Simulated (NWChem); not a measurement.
Program: NWChem. System: HGa, charge 0, spin multiplicity 1, at a geometry optimised with B3LYP/def2-SVP. The structure started from a generated list of species. Level: CR-EOMCCSD(T)/def2-SVPD, 9 core orbitals frozen.

The NWChem input:

```
start mol
memory heap 100 mb stack 700 mb global 1900 mb
geometry units angstroms nocenter noautoz
  Ga     0.000000     0.000000     0.052858
  H      0.000000     0.000000    -1.638585
  symmetry group C2v
end
basis spherical
  * library def2-svpd
end
scf
  rhf
  nopen 0
  maxiter 100
  thresh 1e-7
  semidirect memsize 60000000 filesize 0
end
tce
  freeze core 9
  creomsd(t)
  nroots 1
  2eorb
  2emet 13
  thresh 1e-5
  maxiter 200
  tilesize 24
end
task tce energy
```

Part of the output:

```
             Northwest Computational Chemistry Package (NWChem) 7.3.0
             --------------------------------------------------------

                                NWChem Input Module
                                -------------------

 Scaling coordinates for geometry "geometry" by  1.889725989
 (inverse scale =  0.529177249)

 Turning off AUTOSYM since
 SYMMETRY directive was detected!

                             Geometry "geometry" -> ""
                             -------------------------

 Output coordinates in angstroms (scale by  1.889725989 to convert to a.u.)

  No.       Tag          Charge          X              Y              Z
 ---- ---------------- ---------- -------------- -------------- --------------
    1 Ga                  31.0000     0.00000000     0.00000000     0.05285800
    2 H                    1.0000     0.00000000     0.00000000    -1.63858500

 Effective nuclear repulsion energy (a.u.)       9.6985205644

            Nuclear Dipole moment (a.u.)
            ----------------------------
        X                 Y               Z
 ---------------- ---------------- ----------------
     0.0000000000     0.0000000000     0.0000245664

      Symmetry information
      --------------------

 Group name             C2v
 Group number             16
 Group order               4
 No. of unique centers     2

      Symmetry unique atoms

     1    2


 Summary of "ao basis" -> "" (spherical)
 ------------------------------------------------------------------------------
       Tag                 Description            Shells   Functions and Types
 ---------------- ------------------------------  ------  ---------------------
 *                         def2-svpd                  on all atoms

 Summary of "ao basis" -> "ao basis" (spherical)
 ------------------------------------------------------------------------------
       Tag                 Description            Shells   Functions and Types
 ---------------- ------------------------------  ------  ---------------------
 Ga                        def2-svpd                14       38   6s4p4d
[...]
   0.0000085479604   0.1114141771407    3.03174     0.2     0.2
 --------------------------------------------------------------
 Iterations converged
 ------------------

 Excited state root  1
 Excitation energy / hartree =        0.111414177140714
                   / eV      =        3.031735305331530
 largest EOMCCSD amplitudes: R1 and R2

 Singles contributions
    18b1  (alpha) ---    15a1  (alpha)       -0.1456611963
    18b1  (alpha) ---    16a1  (alpha)        0.9121061597

 Doubles contributions
======= CR-EOMCCSD(T) calculation ======
corresponding R0 value =     0.000000

CR-EOMCCSD(T) Intermediates cpu wall time             0.5            0.5
 creom_N i2_1 nr of boxes                   168
 creom_N i2_2 nr of boxes                   168
 creom_N i2_3 nr of boxes                   168
 creom_N i2_4 nr of boxes                   168

CR-EOMCCSD(T) triples loop cpu wall             0.3            0.3

 CR-EOMCCSD(T)  total energy / hartree       =     -1923.646239756120167
 CR-EOMCCSD(T)  excitation energy (eV)       =      2.98118

 =========================================
 Excited-state calculation ( b2  symmetry)
 =========================================
 Dim. of EOMCC iter. space      500

 EOMCCSD SOLVER TYPE  1
  maxdiff =   0.33141210149979783

 No. of initial right vectors    1

 EOM-CCSD right-hand side iterations
 --------------------------------------------------------------
      Residuum       Omega / hartree  Omega / eV    Cpu    Wall
 --------------------------------------------------------------

 Iteration   1 using    1 trial vectors
   0.3068638885381   0.1751371970351    4.76573     0.3     0.3

 Iteration   2 using    2 trial vectors
   0.1002150648882   0.1182654186862    3.21817     0.2     0.2

 Iteration   3 using    3 trial vectors
   0.0480844491272   0.1132666938415    3.08214     0.2     0.2

 Iteration   4 using    4 trial vectors
   0.0217024142987   0.1117640037168    3.04125     0.2     0.2

 Iteration   5 using    5 trial vectors
   0.0084664113068   0.1114392616612    3.03242     0.2     0.2

 Iteration   6 using    6 trial vectors
   0.0033744728988   0.1114248386365    3.03203     0.2     0.2

 Iteration   7 using    7 trial vectors
   0.0012971385436   0.1113990209621    3.03132     0.2     0.2

 Iteration   8 using    8 trial vectors
   0.0005661078594   0.1114123798410    3.03169     0.2     0.2

 Iteration   9 using    9 trial vectors
   0.0002200801111   0.1114142409874    3.03174     0.2     0.2

 Iteration  10 using   10 trial vectors
   0.0000793527842   0.1114137104908    3.03172     0.2     0.2

 Iteration  11 using   11 trial vectors
   0.0000287777651   0.1114140752458    3.03173     0.2     0.2

 Iteration  12 using   12 trial vectors
   0.0000085479604   0.1114141771407    3.03174     0.2     0.2
 --------------------------------------------------------------
 Iterations converged
 ------------------

 Excited state root  1
 Excitation energy / hartree =        0.111414177140717
                   / eV      =        3.031735305331607
 largest EOMCCSD amplitudes: R1 and R2

 Singles contributions
    17b2  (alpha) ---    15a1  (alpha)       -0.1456611963
    17b2  (alpha) ---    16a1  (alpha)        0.9121061597

 Doubles contributions
======= CR-EOMCCSD(T) calculation ======
corresponding R0 value =     0.000000

CR-EOMCCSD(T) Intermediates cpu wall time             0.5            0.5
 creom_N i2_1 nr of boxes                   168
 creom_N i2_2 nr of boxes                   168
 creom_N i2_3 nr of boxes                   168
 creom_N i2_4 nr of boxes                   168

CR-EOMCCSD(T) triples loop cpu wall             0.2            0.2

 CR-EOMCCSD(T)  total energy / hartree       =     -1923.646239756120167
 CR-EOMCCSD(T)  excitation energy (eV)       =      2.98118

 Task  times  cpu:       25.8s     wall:       25.8s

 Total times  cpu:       25.8s     wall:       25.8s
```
